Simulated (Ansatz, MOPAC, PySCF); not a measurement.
Species: CH₃O₂, net charge -1, singlet state. SMILES: [O-]CO
Geometry: optimised at B3LYP-D3(BJ)/def2-TZVP (Ansatz, a first-principles code).

Unscaled harmonic wavenumbers (cm⁻¹) in rising order, each level at the stationary point that it reaches from this structure (no distance between atoms moves by over 0.3 Å); the order of modes can differ between levels, and a negative number is imaginary. B3LYP-D3(BJ)/def2-TZVP (PySCF, at the structure above): 252, 450, 722, 1119, 1128, 1216, 1334, 1401, 1542, 2528, 2622, 3743.

PM7 (MOPAC): 371, 478, 820, 1032, 1146, 1161, 1315, 1364, 1535, 2560, 2630, 2863. Zero-point energy 24.7 against 25.8 kcal/mol; where all levels lie over 400 cm⁻¹, the wavenumbers are on average 0.984 times those of B3LYP-D3(BJ)/def2-TZVP.

HF/3-21G (Ansatz): 383, 488, 881, 1185, 1264, 1343, 1404, 1589, 1772, 2705, 2812, 3807. Zero-point energy 28.1 against 25.8 kcal/mol; where all levels lie over 400 cm⁻¹, the wavenumbers are on average 1.099 times those of B3LYP-D3(BJ)/def2-TZVP.

HF/6-31G* (Ansatz): 316, 541, 940, 1262, 1286, 1351, 1450, 1600, 1738, 2738, 2835, 4085. Zero-point energy 28.8 against 25.8 kcal/mol; where all levels lie over 400 cm⁻¹, the wavenumbers are on average 1.136 times those of B3LYP-D3(BJ)/def2-TZVP.
